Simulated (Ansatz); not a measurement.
Cost and result for the atomization energy of CH$_{5}$InS (`C[S][InH2]`) (8 atoms, 7 bonds).

The species carries charge 0 and has multiplicity 1. Correlated methods include outer-core shells of In, which these sets cover unevenly. In takes the def2 core potential. All single points use the PBE0-D4/def2-TZVP geometry. Program: Ansatz. All runs use 2 threads of a server CPU on a shared host. Times are those of one run each, without the atoms' runs, and a repeat can differ threefold. Electronic energies, without spin–orbit coupling; frozen cores. CCSD(T)/CBS adds CCSD(T) − MP2 in def2-TZVPP to the MP2 limit, and its time is that of the two runs behind it. T1 = 0.014. With those shells the extrapolation isn't a true limit. HSE06 is the plane-wave form, built on full-range PBE exchange.

CCSD(T)/CBS is a level of theory with its own doubt, some kJ/mol a heavy atom from the limit and from the frozen cores, so smaller differences don't rank the functionals.

```json
{"level": "LDA (SPW92)/def2-TZVPP", "functions": "193", "wall time": "2.5 s"}
{"level": "revPBE-D4/def2-TZVPP", "functions": "193", "wall time": "4.1 s"}
{"level": "BLYP-D4/def2-TZVPP", "functions": "193", "wall time": "4.5 s"}
{"level": "PBE-D4/def2-TZVPP (with forces)", "functions": "193", "wall time": "5.5 s"}
{"level": "HSE06-D4/def2-TZVPP", "functions": "193", "wall time": "6.5 s"}
{"level": "CCSD(T)/def2-SVP", "functions": "83", "wall time": "6.5 s"}
{"level": "CAM-B3LYP-D4/def2-TZVPP", "functions": "193", "wall time": "7 s"}
{"level": "r2SCAN-D4/def2-TZVPP (with forces)", "functions": "193", "wall time": "10 s"}
{"level": "r2SCANh-D4/def2-TZVPP", "functions": "193", "wall time": "11 s"}
{"level": "B97M-V/def2-TZVPP", "functions": "193", "wall time": "21 s"}
{"level": "MP2/def2-QZVPP", "functions": "359", "wall time": "32 s"}
{"level": "CCSD(T)/def2-TZVPP", "functions": "193", "wall time": "6.5 min"}
{"level": "CCSD(T)/CBS(def2)", "functions": "–", "wall time": "7 min"}
```

What atomization energy does each give, and how far from CCSD(T)/CBS? (An estimate is asked.)

Computed: 
| level | atomization (kJ/mol) | difference from CCSD(T)/CBS | per bond |
| --- | --- | --- | --- |
| LDA (SPW92)/def2-TZVPP | 2657.1 | 311.7 | 44.5 |
| revPBE-D4/def2-TZVPP | 2300.9 | -44.5 | -6.4 |
| BLYP-D4/def2-TZVPP | 2301.0 | -44.4 | -6.3 |
| PBE-D4/def2-TZVPP (with forces) | 2351.7 | 6.3 | 0.9 |
| HSE06-D4/def2-TZVPP | 2332.6 | -12.8 | -1.8 |
| CCSD(T)/def2-SVP | 2191.8 | -153.6 | -21.9 |
| CAM-B3LYP-D4/def2-TZVPP | 2335.2 | -10.2 | -1.5 |
| r2SCAN-D4/def2-TZVPP (with forces) | 2345.4 | 0.0 | 0.0 |
| r2SCANh-D4/def2-TZVPP | 2335.3 | -10.1 | -1.4 |
| B97M-V/def2-TZVPP | 2367.7 | 22.3 | 3.2 |
| MP2/def2-QZVPP | 2311.7 | -33.7 | -4.8 |
| CCSD(T)/def2-TZVPP | 2285.9 | -59.5 | -8.5 |
| CCSD(T)/CBS(def2) | 2345.4 | 0.0 | 0.0 |

Leaving LDA and LC-ωPBE aside and taking each functional with its dispersion term where it has one, the values, not all of them listed here, spread over 87.6 kJ/mol, from BHLYP-D4 to B97M-V. LDA lies +320.6 kJ/mol from PBE without D4, its usual overbinding. At CCSD(T), def2-SVP lies −153.6 kJ/mol from the extrapolated value and def2-TZVPP −59.5 kJ/mol: correlation converges slowly with the basis, and small sets miss more of it in the bonded molecule than in its fragments. From r2SCAN to r2SCAN0 (25 % exact exchange), in def2-TZVPP and without D4, the atomization energy moves by −24.4 kJ/mol: exact exchange takes away binding that semilocal exchange gives to molecules.

Spin–orbit coupling would lower the free In atoms strongly, and the atomization energy with them, by more than many differences here.
